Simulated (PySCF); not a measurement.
PySCF input for C4H4N, SMILES [c]1cc[nH]c1, multiplicity 2, PBE-D3(BJ)/def2-SVP. Geometry: PBE-D3(BJ)/def2-SVP. The isomer is the one that the SMILES or the coordinates give; other isomers of the formula were not compared.

```python
import numpy as np
from pyscf import gto, scf, dft, df
from pyscf.hessian import thermo

mol = gto.M(
    atom='''
    C     1.24982964    0.07654341    0.00000000
    C     0.52700781   -1.10036562    0.00000000
    N    -0.80264190   -0.70982575    0.00000000
    C    -0.89904972    0.66357611    0.00000000
    C     0.39218855    1.20037926    0.00000000
    H     0.82233840   -2.15413836    0.00000000
    H    -1.59894019   -1.34679869    0.00000000
    H    -1.87452975    1.16384162    0.00000000
    H     0.64976715    2.26507673    0.00000000
    ''',
    basis='def2-SVP',
    charge=0,
    spin=1,
    max_memory=1600,
    verbose=3,
)
mf = dft.UKS(mol, xc='pbe').density_fit(auxbasis='def2-universal-jkfit')
mf.disp = 'd3bj'
mf.grids.level = 3
mf.conv_tol = 1e-11
mf.max_cycle = 100
mf.kernel()
fine, coarse = mf.grids, dft.Grids(mol).set(level=1).build(with_non0tab=True)
for _ in range(3):  # follow internal instabilities
    mf.grids = coarse
    mo, _, stable, _ = mf.stability(return_status=True, nroots=4)
    mf.grids = fine
    if stable:
        break
    mf.kernel(mf.make_rdm1(mo, mf.mo_occ))

# [left out here: the lines that compute and print the analytic Hessian (its translational invariance restored by hand, since the grid's response is missing), thermochemistry and intensities]
```

Log of the run:

```

WARN: HOMO -0.241513023173717 >= LUMO -0.241513023173717

converged SCF energy = -209.071291785522  <S^2> = 0.75630016  2S+1 = 2.0062903
<class 'pyscf.df.df_jk.DFUKS'> wavefunction is stable in the internal stability analysis

WARN: DFTD3 does not support analytical Hessian, using finite difference


WARN: Mole.unit (angstrom) is changed to Bohr

Mode                                 0                   1                   2
Irrep
Freq [cm^-1]                      472.8366            523.8957            618.7532
Reduced mass [au]                   1.4291              2.6679              1.5693
Force const [Dyne/A]                0.1882              0.4314              0.3540
Char temp [K]                     680.3065            753.7693            890.2481
Normal mode                   x     y     z       x     y     z       x     y     z
       0   C                -0.00 -0.00 -0.07    0.00  0.00  0.17   -0.00 -0.00 -0.06
       1   C                -0.00 -0.00  0.01   -0.00  0.00 -0.08    0.00 -0.00  0.15
       2   N                 0.00  0.00  0.12   -0.00 -0.00  0.08    0.00  0.00 -0.05
       3   C                -0.00  0.00 -0.05    0.00 -0.00 -0.02   -0.00  0.00 -0.05
       4   C                -0.00  0.00  0.04    0.00 -0.00 -0.12   -0.00  0.00 -0.03
       5   H                -0.00 -0.00 -0.01    0.00  0.00 -0.49   -0.00 -0.00 -0.29
       6   H                 0.00  0.00 -0.78   -0.00 -0.00 -0.13    0.00  0.00 -0.05
       7   H                -0.00  0.00 -0.20    0.00 -0.00  0.25   -0.00 -0.00  0.59
       8   H                 0.00 -0.00  0.18   -0.00  0.00 -0.05    0.00  0.00  0.42
Mode                                 3                   4                   5
Irrep
Freq [cm^-1]                      626.8658            709.6377            801.6745
Reduced mass [au]                   2.4423              1.2253              1.2572
Force const [Dyne/A]                0.5654              0.3636              0.4761
Char temp [K]                     901.9203           1021.0107           1153.4312
Normal mode                   x     y     z       x     y     z       x     y     z
       0   C                -0.00 -0.00 -0.02    0.00  0.00  0.04    0.00  0.00  0.01
       1   C                -0.00 -0.00 -0.05   -0.00  0.00 -0.10    0.00  0.00  0.01
       2   N                 0.00  0.00  0.09   -0.00 -0.00  0.02   -0.00 -0.00 -0.01
       3   C                 0.00  0.00 -0.17    0.00 -0.00 -0.04   -0.00 -0.00  0.08
       4   C                -0.00  0.00  0.10    0.00 -0.00 -0.04    0.00 -0.00 -0.11
       5   H                -0.00 -0.00 -0.23    0.00  0.00  0.71    0.00  0.00 -0.10
       6   H                 0.00  0.00  0.49   -0.00 -0.00  0.00    0.00 -0.00  0.15
       7   H                 0.00 -0.00 -0.12    0.00  0.00  0.38   -0.00  0.00 -0.52
       8   H                 0.00  0.00  0.22   -0.00  0.00  0.39   -0.00  0.00  0.68
Mode                                 6                   7                   8
Irrep
Freq [cm^-1]                      823.3659            854.7858           1004.6376
Reduced mass [au]                   5.9134              4.3036              1.3196
Force const [Dyne/A]                2.3620              1.8527              0.7847
Char temp [K]                    1184.6403           1229.8465           1445.4499
Normal mode                   x     y     z       x     y     z       x     y     z
       0   C                -0.17  0.01  0.00   -0.05 -0.05  0.00   -0.05  0.01 -0.00
       1   C                -0.00 -0.10 -0.00    0.06 -0.10 -0.00    0.03  0.05  0.00
       2   N                 0.02 -0.04 -0.00    0.13  0.10  0.00   -0.04 -0.06  0.00
       3   C                 0.10 -0.02  0.00   -0.10  0.08  0.00   -0.06  0.05 -0.00
       4   C                 0.03  0.15 -0.00   -0.06 -0.02 -0.00    0.04 -0.03  0.00
       5   H                 0.15 -0.06  0.00   -0.11 -0.15  0.00    0.42  0.16 -0.00
       6   H                -0.11  0.11  0.00    0.14  0.08  0.00    0.04 -0.17  0.00
       7   H                 0.05 -0.12 -0.00   -0.21 -0.13  0.00   -0.05  0.08  0.00
       8   H                 0.10  0.14 -0.00    0.20 -0.08 -0.00    0.68 -0.19 -0.00
Mode                                 9                  10                  11
Irrep
Freq [cm^-1]                     1041.1749           1120.8661           1169.7476
Reduced mass [au]                   1.4497              1.2004              5.8969
Force const [Dyne/A]                0.9259              0.8885              4.7540
Char temp [K]                    1498.0189           1612.6768           1683.0064
Normal mode                   x     y     z       x     y     z       x     y     z
       0   C                -0.03 -0.02  0.00   -0.05  0.01  0.00   -0.14  0.02 -0.00
       1   C                 0.10 -0.07 -0.00   -0.03  0.00 -0.00   -0.06  0.09  0.00
       2   N                -0.04  0.01  0.00    0.05 -0.07 -0.00    0.09  0.07 -0.00
       3   C                 0.01  0.07 -0.00    0.00  0.05  0.00    0.08 -0.07  0.00
       4   C                -0.06 -0.05 -0.00   -0.00  0.03 -0.00   -0.01 -0.13 -0.00
       5   H                 0.42  0.02 -0.00   -0.38 -0.10 -0.00    0.09  0.15  0.00
       6   H                -0.12  0.11  0.00    0.40 -0.50  0.00    0.09  0.09 -0.00
       7   H                 0.25  0.53  0.00    0.21  0.46  0.00    0.16  0.04 -0.00
       8   H                -0.34  0.02  0.00   -0.00  0.03 -0.00   -0.05 -0.14  0.00
Mode                                12                  13                  14
Irrep
Freq [cm^-1]                     1195.7373           1369.4114           1419.5191
Reduced mass [au]                   1.4812              4.2057              3.8030
Force const [Dyne/A]                1.2478              4.6468              4.5151
Char temp [K]                    1720.3998           1970.2781           2042.3719
Normal mode                   x     y     z       x     y     z       x     y     z
       0   C                 0.00  0.11 -0.00    0.09 -0.11  0.00    0.04  0.10  0.00
       1   C                 0.08 -0.02  0.00   -0.08  0.04 -0.00   -0.13 -0.05 -0.00
       2   N                -0.03 -0.00 -0.00    0.06 -0.03 -0.00    0.11 -0.09 -0.00
       3   C                 0.02 -0.08  0.00    0.05 -0.01  0.00   -0.08  0.04  0.00
       4   C                -0.05 -0.02 -0.00   -0.17  0.08 -0.00    0.06 -0.03 -0.00
       5   H                -0.45 -0.18  0.00    0.14  0.11 -0.00    0.10  0.01 -0.00
       6   H                -0.26  0.28 -0.00   -0.06  0.14  0.00   -0.22  0.32  0.00
       7   H                 0.19  0.25 -0.00    0.13  0.13  0.00   -0.02  0.18  0.00
       8   H                 0.39 -0.14  0.00    0.29 -0.03 -0.00   -0.07  0.01 -0.00
Mode                                15                  16                  17
Irrep
Freq [cm^-1]                     1453.1880           1497.6434           3178.5967
Reduced mass [au]                   3.9128              3.6212              1.0902
Force const [Dyne/A]                4.8683              4.7854              6.4900
Char temp [K]                    2090.8140           2154.7754           4573.2929
Normal mode                   x     y     z       x     y     z       x     y     z
       0   C                 0.03 -0.00 -0.00    0.06  0.13  0.00    0.00 -0.00 -0.00
       1   C                -0.04 -0.05  0.00   -0.08 -0.13 -0.00   -0.00 -0.00  0.00
       2   N                 0.00  0.11 -0.00   -0.04  0.05  0.00   -0.00  0.00 -0.00
       3   C                -0.10 -0.17 -0.00    0.09  0.03  0.00    0.06 -0.03  0.00
       4   C                 0.06  0.07  0.00   -0.07 -0.05 -0.00    0.01  0.04  0.00
       5   H                 0.22  0.02  0.00    0.21 -0.07 -0.00   -0.01  0.03  0.00
       6   H                 0.16 -0.07 -0.00    0.21 -0.26  0.00    0.01  0.00 -0.00
       7   H                 0.13  0.29 -0.00    0.01 -0.16 -0.00   -0.71  0.37 -0.00
       8   H                 0.08  0.08  0.00    0.10 -0.10 -0.00   -0.12 -0.51  0.00
Mode                                18                  19                  20
Irrep
Freq [cm^-1]                     3196.7476           3206.5555           3566.3166
Reduced mass [au]                   1.1034              1.0980              1.0811
Force const [Dyne/A]                6.6433              6.6516              8.1012
Char temp [K]                    4599.4081           4613.5195           5131.1356
Normal mode                   x     y     z       x     y     z       x     y     z
       0   C                 0.00 -0.00 -0.00   -0.00 -0.00 -0.00    0.00  0.00 -0.00
       1   C                -0.00  0.01  0.00   -0.02  0.08  0.00    0.00 -0.00  0.00
       2   N                 0.00 -0.00  0.00    0.00 -0.00 -0.00   -0.06 -0.05  0.00
       3   C                -0.05  0.02 -0.00    0.01 -0.00 -0.00   -0.00  0.00 -0.00
       4   C                 0.02  0.07  0.00   -0.00 -0.00  0.00    0.00  0.00  0.00
       5   H                 0.02 -0.07 -0.00    0.25 -0.91 -0.00   -0.00  0.01  0.00
       6   H                -0.01 -0.00  0.00    0.01  0.01 -0.00    0.75  0.60 -0.00
       7   H                 0.46 -0.23  0.00   -0.05  0.03 -0.00    0.01 -0.01 -0.00
       8   H                -0.19 -0.77  0.00    0.01  0.04  0.00   -0.00  0.00  0.00
temperature 298.1500 [K]
pressure 101325.00 [Pa]
Rotational constants [GHz] 10.14207 8.81636 4.71643
Symmetry number 1
Zero-point energy (ZPE) 0.06801 [Eh]   178554.356 [J/mol]
                           tot       elec      trans        rot        vib
Entropy [J/mol/K]       282.004      5.763    161.014    101.034     14.193
Cv [J/mol/K]             62.156      0.000     12.472     12.472     37.213
Cp [J/mol/K]             70.471      0.000     20.786     12.472     37.213
Internal energy [J/mol]                      3718.434   3718.434 181765.631
Internal energy [Eh]   -208.99923  -209.07129
Enthalpy [J/mol]                             6197.391   3718.434 181765.631
Enthalpy [Eh]          -208.99828
Gibbs free energy [J/mol]                  -41808.805 -26404.975 177533.956
Gibbs free energy [Eh] -209.03031
mode   freq/cm-1   IR/(km/mol)
   1      472.84        48.484
   2      523.90        15.072
   3      618.75        12.306
   4      626.87        11.906
   5      709.64        70.235
   6      801.67         2.867
   7      823.37         2.055
   8      854.79         3.194
   9     1004.64        33.390
  10     1041.17        16.404
  11     1120.87         2.871
  12     1169.75         0.293
  13     1195.74        10.191
  14     1369.41         0.420
  15     1419.52         6.295
  16     1453.19        10.494
  17     1497.64         1.639
  18     3178.60         0.022
  19     3196.75         0.603
  20     3206.56         0.607
  21     3566.32        53.770
max |gradient| / (hartree/bohr): 3.4910755944359155e-05
APT charges: [-0.1088 -0.     -0.2565  0.0113 -0.1083  0.0952  0.21    0.0677  0.0895]
```

Self-consistency was reached.
